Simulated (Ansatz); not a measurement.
Input file for BClF$_{2}$, SMILES `FB(F)Cl`:

```yaml
crystal:
  periodic: [false, false, false]
  atoms:
    - {symbol: F, position_ang: [-0.173739, -1.254302, -0.546251]}
    - {symbol: B, position_ang: [-0.067061, -0.041341, -0.062036]}
    - {symbol: F, position_ang: [-1.011647, 0.830149, -0.317738]}
    - {symbol: Cl, position_ang: [1.307946, 0.405294, 0.905724]}
basis:
  gaussian: {orbitals: def2-TZVPP}
correlation: {method: ccsd_t}
output: {orbitals: {seedname: orbitals}}
```

```sh
$ ansatz run in.yaml --threads 2 --pin off --events-out ev --progress --plain
```

The program prints (abridged):

```
Functional definition: HF
  name "HF"
  cite "Fock, Z. Phys. 61, 126 (1930) doi:10.1007/BF01340294"
  parent pbe
  exchange = exact_x
  correlation = 0
869 factors; integrals over basis functions are off by at most 7.3e-4 eV
mean field evaluation 1: about -18592.6918 eV, gradient 3.4e1 eV
mean field evaluation 2: about -18592.8035 eV, gradient 3.4e1 eV
mean field evaluation 4: about -18594.7774 eV, gradient 2.0e0 eV
mean field evaluation 8: about -18594.7994 eV, gradient 1.6e-1 eV
mean field -18594.79955284 eV, -683.3462795592 hartree, gradient 1.3e-6 eV, S^2 0.000000; 0 other end points of the search recorded, 0 dependent functions left out
8 core orbitals not correlated: weight in the atoms' cores, before any rotation towards them, 1.000 or more for the frozen orbitals, at most 0.000 for the correlated occupied ones
reference -18594.79955284 eV, -683.3462795592 hartree; 12, 12 occupied and 115, 115 virtual orbitals, 869 factors
second order -21.08102065 eV of doubles, -0.00000000 eV of singles
cycle   1  -21.06949443 eV  change    1.2e-2 eV  update   8.9e-2
cycle   2  -21.46461309 eV  change   -4.0e-1 eV  update   2.5e-2
cycle   3  -21.55606746 eV  change   -9.1e-2 eV  update   1.3e-2
cycle   4  -21.54258039 eV  change    1.3e-2 eV  update   2.8e-3
cycle   5  -21.54065426 eV  change    1.9e-3 eV  update   1.1e-3
cycle   6  -21.54128522 eV  change   -6.3e-4 eV  update   2.9e-4
cycle   7  -21.54110248 eV  change    1.8e-4 eV  update   7.7e-5
cycle   8  -21.54107518 eV  change    2.7e-5 eV  update   1.7e-5
perturbative correction -0.72157730 eV, -0.0265174767 hartree
Total energy: -18617.06220533 eV, -684.1644169477 hartree
```

Hardware: 2 threads of a server CPU on a shared host. Wall time 6 s, peak host memory 0.57 GiB.

Correlation energy per correlated electron: -0.928 eV. T1 diagnostic: 0.0119.
